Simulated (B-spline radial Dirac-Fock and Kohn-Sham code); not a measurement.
## Auger decay of the M3 hole in Rh⁷⁺

System: rhodium as Rh⁷⁺, 1s2 2s2 2p6 3s2 3p6 3d10 4s2 4p6 4d2, inside a Watson sphere of charge -7 and radius 3 Å (a model of the Madelung potential; inside it an electron's potential energy is raised by 33.6 eV).

These are calculated numbers from a radial B-spline solver; the model is a relativistic independent-particle model: LDA orbitals of the hole state, radiative multipoles to third order, Auger rates from the Coulomb interaction with a continuum orbital, Dirac-Fock energies. Kinetic energies are configuration averages from the vacuum level; the two-hole energies are estimated from single-hole states.

```
transition  kinetic energy (eV)  width (meV)  share (%)
   M3-M4N2                24.06         95.2        3.0
   M3-M5N2                28.58          640       20.2
   M3-M4N3                28.77          653       20.6
   M3-M5N3                33.67         1410       44.4
   M3-M5N4                87.30         35.5        1.1
   M3-M5N5                88.17         73.2        2.3
   M3-N1N3                270.4         49.4        1.6
   M3-N2N3                306.7         54.5        1.7
   M3-N3N3                311.0         82.7        2.6
   M3-N3N5                365.3         29.1        0.9
```

Coster-Kronig rates are the weakest part of this model and often come out 1.5 to 2.5 times too large. The listed channels hold 98 % of the non-radiative rate. Summed by principal shells, of 3.17 eV in all: MMN 92.2 %, MNN 7.8 %.
